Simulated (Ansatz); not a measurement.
Consider the dimerisation: 2 `[F][In]([Cl])[Cl]` → `[F][In@-]1([Cl])[Cl+][In@-]([F])([Cl])[Cl+]1`.

Gas-phase electronic energies from Ansatz, PBE0-D4/def2-TZVP geometries. CCSD(T)/CBS is the MP2 limit (def2-TZVPP, def2-QZVPP) plus CCSD(T) − MP2 in def2-TZVPP, frozen cores. Functionals use def2-TZVPP. def2 core potentials past Kr. For In outer-core shells are correlated without core-valence functions, which leaves a few kJ/mol of doubt a bond.

`[F][In]([Cl])[Cl]`:

```xyz
4

F     1.391   -1.329    0.442
In    0.034   -0.032    0.011
Cl    0.718    2.089   -0.495
Cl   -2.143   -0.728    0.043
```

`[F][In@-]1([Cl])[Cl+][In@-]([F])([Cl])[Cl+]1`:

Cartesian coordinates in Å:
```
F -1.242 -2.793 -0.193
In 0.258 -1.725 0.364
Cl 2.156 -2.503 1.366
Cl -0.721 0.224 1.571
In -0.257 1.726 -0.363
F 1.228 2.824 0.179
Cl -2.171 2.464 -1.365
Cl 0.749 -0.217 -1.559
```

```json
{"level": "r2SCANh-D4", "ΔE (kJ/mol)": "-133.1"}
{"level": "r2SCAN0-D4", "ΔE (kJ/mol)": "-133.8"}
{"level": "PBE0", "ΔE (kJ/mol)": "-111.4"}
{"level": "CCSD(T)/def2-SVP", "ΔE (kJ/mol)": "-155.3"}
```

**Question.** What does CCSD(T)/CBS give? (Best estimate.)

**Answer.** Ansatz gave: -142.7 kJ/mol. The listed levels differ from it by 9.6, 8.9, 31.3, -12.6 kJ/mol.

**Question.** What do rigid-rotor, harmonic-oscillator terms from PBE0-D4/def2-TZVP frequencies (298.15 K, 1 bar) make of the CCSD(T)/CBS value? (Best estimate.)

**Answer.** Ansatz gave: ΔZPE = +2.9 kJ/mol, ΔH = -137.7 kJ/mol, ΔS = -155 J/(mol·K), ΔG = -91.5 kJ/mol. Modes under 50 cm⁻¹ make the entropy rough.

Largest T1 diagnostic among the species: 0.014.

From PBE to PBE0 (25 % exact exchange), in def2-TZVPP and without D4, ΔE moves by −8.0 kJ/mol. In def2-TZVPP, CCSD(T) changes the Hartree–Fock value by −37.6 kJ/mol (the triples alone add −5.9 kJ/mol) and MP2 by −44.1 kJ/mol. Leaving LDA and LC-ωPBE aside and taking each functional with its dispersion term where it has one, the values, not all of them listed here, spread over 24.0 kJ/mol, from r2SCAN0-D4 to revPBE-D4. LDA lies −42.5 kJ/mol from PBE without D4.
